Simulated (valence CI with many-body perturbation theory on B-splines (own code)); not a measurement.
## E1 transitions of Ti+

Calculated by configuration interaction combined with many-body perturbation theory (CI+MBPT): three valence electrons over a frozen Dirac-Fock core [Ar], radial functions for each j: 9 s, 9 p, 10 d, 8 f, 5 g, 3 h, 1 i, with the one-electron correlation potential Σ1, the two-electron term Σ2, the three-electron term Σ3, Breit, model QED; selected CI, second order for the rest (own B-spline code, finite nucleus).

Against 52 measured levels this calculation errs by 273 cm⁻¹ on average and by 1006 at most. These come from a selection out of the NIST Handbook of Basic Atomic Spectroscopic Data. Levels without a partner in it may be off by more, other configurations by 1,000 to 4,000 cm⁻¹.

Lines 151 to 200 of 240 in falling wavelength, among levels below 5.123 eV, chosen from the strongest by gf and those to the six lowest levels. Wavelengths and rates use the calculated energies, so an error of 300 cm⁻¹ moves a line at 323.8 nm by 0.97 % and its rate by three times that or more. Electric multipoles are in the length gauge, E1 and E2 with the static RPA response of the core. Weak lines are less certain than strong ones. Lines between different terms over intervals too small for the method are left out, as are lines whose strength nearly cancels. Where a level lies close to another of its J and parity, the split of strength between their lines is uncertain. The highest levels of a list are the least certain.

Names give the largest LS component (configuration and term), which can be under half, so a name can repeat, a term be missing and a line seem to break the LS rules; names also repeat where a configuration has a term twice. Letters in brackets count levels of one name in rising energy.

| λ vac (nm) | λ from measured levels | Upper | Lower | A (s⁻¹) | log gf | Branch % |
| --- | --- | --- | --- | --- | --- | --- |
| 323.8 | 319.8 | 3d²4p ²F°_7/2 [a] | 3d²4s ⁴F_7/2 | 1.06e+06 | -1.88 | 0.7 |
| 322.8 |  | 3d²4p ²F°_7/2 [b] | 3d³ ²G_7/2 | 2.87e+06 | -1.45 | 1.0 |
| 322.5 | 318.5 | 3d²4p ²F°_7/2 [a] | 3d²4s ⁴F_5/2 | 2.10e+05 | -2.58 | 0.1 |
| 322.4 |  | 3d²4p ²F°_5/2 [b] | 3d²4s ²D_3/2 | 1.22e+08 | 0.06 | 46.8 |
| 321.5 |  | 3d²4p ⁴S°_3/2 | 3d²4s ²D_5/2 | 8.62e+06 | -1.27 | 3.0 |
| 321.4 |  | 3d²4p ²F°_7/2 [b] | 3d²4s ²D_5/2 | 1.42e+08 | 0.24 | 51.7 |
| 320.7 | 316.9 | 3d²4p ⁴D°_7/2 [a] | 3d³ ⁴F_9/2 | 5.80e+07 | -0.15 | 22.3 |
| 320.2 | 316.3 | 3d²4p ⁴D°_5/2 [a] | 3d³ ⁴F_7/2 | 5.09e+07 | -0.33 | 19.9 |
| 320.1 | 316.3 | 3d²4p ⁴D°_3/2 [a] | 3d³ ⁴F_5/2 | 5.11e+07 | -0.50 | 19.7 |
| 320.0 | 316.2 | 3d²4p ⁴D°_1/2 [a] | 3d³ ⁴F_3/2 | 6.52e+07 | -0.70 | 24.8 |
| 319.7 | 315.8 | 3d²4p ²D°_3/2 [a] | 3d²4s ⁴F_5/2 | 8.50e+05 | -2.28 | 0.6 |
| 319.4 | 315.7 | 3d²4p ⁴D°_7/2 [a] | 3d³ ⁴F_7/2 | 5.56e+06 | -1.17 | 2.1 |
| 319.3 | 315.5 | 3d²4p ⁴D°_3/2 [a] | 3d³ ⁴F_3/2 | 1.25e+07 | -1.12 | 4.8 |
| 319.1 | 315.3 | 3d²4p ⁴D°_5/2 [a] | 3d³ ⁴F_5/2 | 1.02e+07 | -1.03 | 4.0 |
| 318.8 | 314.9 | 3d²4p ²D°_3/2 [a] | 3d²4s ⁴F_3/2 | 9.56e+06 | -1.23 | 6.6 |
| 318.4 | 314.6 | 3d²4p ⁴D°_7/2 [a] | 3d³ ⁴F_5/2 | 2.31e+05 | -2.55 | 0.1 |
| 318.4 | 314.6 | 3d²4p ⁴D°_5/2 [a] | 3d³ ⁴F_3/2 | 5.29e+05 | -2.32 | 0.2 |
| 318.3 | 314.5 | 3d²4p ²D°_5/2 [a] | 3d²4s ⁴F_7/2 | 4.65e+06 | -1.37 | 3.2 |
| 317.0 | 313.2 | 3d²4p ²D°_5/2 [a] | 3d²4s ⁴F_5/2 | 6.52e+06 | -1.23 | 4.5 |
| 316.0 | 312.3 | 3d²4p ²D°_5/2 [a] | 3d²4s ⁴F_3/2 | 4.34e+05 | -2.41 | 0.3 |
| 315.6 |  | 3d²4p ⁴D°_7/2 [b] | 3d³ ²G_9/2 | 2.78e+06 | -1.48 | 1.2 |
| 312.2 | 308.9 | 3d²4p ⁴D°_7/2 [a] | 3d²4s ⁴F_9/2 | 1.53e+08 | 0.25 | 59.0 |
| 311.3 | 308.0 | 3d²4p ⁴D°_5/2 [a] | 3d²4s ⁴F_7/2 | 1.35e+08 | 0.07 | 52.8 |
| 311.0 | 307.6 | 3d²4p ⁴D°_3/2 [a] | 3d²4s ⁴F_5/2 | 1.38e+08 | -0.10 | 53.2 |
| 310.7 | 307.4 | 3d²4p ⁴D°_1/2 [a] | 3d²4s ⁴F_3/2 | 1.79e+08 | -0.28 | 68.2 |
| 310.6 | 307.3 | 3d²4p ⁴D°_7/2 [a] | 3d²4s ⁴F_7/2 | 2.15e+07 | -0.60 | 8.3 |
| 310.1 | 306.7 | 3d²4p ⁴D°_3/2 [a] | 3d²4s ⁴F_3/2 | 3.57e+07 | -0.69 | 13.7 |
| 310.1 | 306.7 | 3d²4p ⁴D°_5/2 [a] | 3d²4s ⁴F_5/2 | 3.12e+07 | -0.57 | 12.2 |
| 309.4 | 306.1 | 3d²4p ⁴D°_7/2 [a] | 3d²4s ⁴F_5/2 | 1.13e+06 | -1.89 | 0.4 |
| 309.2 | 305.8 | 3d²4p ⁴D°_5/2 [a] | 3d²4s ⁴F_3/2 | 1.77e+06 | -1.82 | 0.7 |
| 302.2 | 298.0 | 3d²4p ²G°_7/2 | 3d³ ⁴F_5/2 | 6.90e+03 | -4.12 | 0.0 |
| 296.6 | 292.8 | 3d²4p ²G°_7/2 | 3d²4s ⁴F_9/2 | 1.07e+04 | -3.95 | 0.0 |
| 295.2 | 291.4 | 3d²4p ²G°_7/2 | 3d²4s ⁴F_7/2 | 1.52e+05 | -2.80 | 0.1 |
| 294.8 | 291.1 | 3d²4p ²G°_9/2 | 3d²4s ⁴F_9/2 | 4.51e+05 | -2.23 | 0.2 |
| 294.0 | 290.3 | 3d²4p ²G°_7/2 | 3d²4s ⁴F_5/2 | 5.16e+04 | -3.27 | 0.0 |
| 293.4 | 289.7 | 3d²4p ²G°_9/2 | 3d²4s ⁴F_7/2 | 4.40e+04 | -3.25 | 0.0 |
| 290.7 |  | 3d²4p ²D°_5/2 [b] | 3d²4s ²F_7/2 | 8.96e+06 | -1.17 | 6.0 |
| 290.3 |  | 3d²4p ²D°_3/2 [b] | 3d²4s ²F_5/2 | 9.87e+06 | -1.30 | 5.8 |
| 288.5 |  | 3d²4p ²D°_5/2 [b] | 3d²4s ²F_5/2 | 5.03e+06 | -1.42 | 3.4 |
| 287.0 |  | 3d²4p ²F°_5/2 [b] | 3d²4s ²F_7/2 | 4.16e+06 | -1.51 | 1.6 |
| 285.8 |  | 3d²4p ²F°_7/2 [b] | 3d²4s ²F_7/2 | 2.68e+07 | -0.58 | 9.8 |
| 284.8 |  | 3d²4p ²F°_5/2 [b] | 3d²4s ²F_5/2 | 2.23e+07 | -0.79 | 8.6 |
| 275.0 |  | 3d²4p ²S°_1/2 | 3d³ ⁴F_3/2 | 7.80e+01 | -6.75 | 0.0 |
| 268.1 |  | 3d²4p ²S°_1/2 | 3d²4s ⁴F_3/2 | 1.39e+02 | -6.52 | 0.0 |
| 262.6 |  | 3d²4p ²D°_3/2 [b] | 3d³ ⁴F_5/2 | 1.74e+05 | -3.14 | 0.1 |
| 262.1 |  | 3d²4p ²D°_3/2 [b] | 3d³ ⁴F_3/2 | 5.78e+03 | -4.62 | 0.0 |
| 261.1 |  | 3d²4p ²D°_5/2 [b] | 3d³ ⁴F_5/2 | 5.68e+04 | -3.46 | 0.0 |
| 260.6 |  | 3d²4p ²D°_5/2 [b] | 3d³ ⁴F_3/2 | 3.23e+03 | -4.70 | 0.0 |
| 260.1 |  | 3d²4p ²P°_3/2 | 3d³ ⁴F_5/2 | 8.90e+04 | -3.44 | 0.0 |
| 259.6 |  | 3d²4p ²P°_3/2 | 3d³ ⁴F_3/2 | 3.93e+03 | -4.80 | 0.0 |
